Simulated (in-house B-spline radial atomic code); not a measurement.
What moves the levels of neutral iron ([Ar] 3d6 4s2)? Computed with an all-electron radial atomic-structure program (B-spline basis): Dirac-Hartree-Fock, average of configuration, Fermi nucleus of rms radius 3.7377 fm.

Baseline run (computed): total energy -1271.3920 hartree, 1s1/2 at -263.8304 hartree, 4s1/2 at -7.1761 eV with <r> = 3.205 bohr.

Scaling the speed of light c (a factor of 100 is close to the non-relativistic limit):

```
c/c0  ΔE (hartree)  4s1/2 level (eV)  4s1/2 <r> (bohr)
0.95        -1.003          -7.18702             3.201
0.98      -0.38236          -7.18023             3.203
1.02       0.35957          -7.17214             3.206
   3        8.1085          -7.08899             3.238
 100        9.1035          -7.07835             3.241
```

Changing the nucleus:

```csv
nucleus,ΔE (eV)
Gaussian nucleus of rms radius 0.01 fm,-0.113
Fermi nucleus of rms radius 3.6629 fm,-0.00438
Fermi nucleus of rms radius 3.8125 fm,0.00446
```

A larger nucleus binds the electrons less, roughly as the density at the nucleus times the change of the nuclear <r²>. A radius of 0.01 fm is nearly a point.

(1) The nuclear charge is raised by 0.1. What does the Hellmann-Feynman theorem predict for the energy, and what is found?

Answers

(1) dE/dZ ≈ -Σ<1/r>, which is -117.138 at the start and -117.741 at the end; their mean times 0.1 is -11.744 hartree, and the two runs differ by -11.744 hartree.
